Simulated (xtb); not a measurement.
Ti(OH)3(SH) (H4O3STi), SMILES [SH][Ti]([OH])([OH])[OH], multiplicity 1. All values are semi-empirical tight-binding results from xtb (GFN2-xTB unless named), good for trends rather than for accurate numbers. Geometry optimised at GFN2-xTB. The spin state was assumed, not searched. The structure was generated by enumeration; whether it is a known compound was not checked. The values are those of a single conformer.

For metal compounds this method's bond lengths and energies can be far off.

| Property | Value |
|---|---|
| point group as xtb finds it | Cs |
| orbital gap | 2.93 eV |
| zero-point energy | 26.2 kcal/mol |
| G − E(el) at 298.15 K (modified RRHO) | 3.7 kcal/mol |
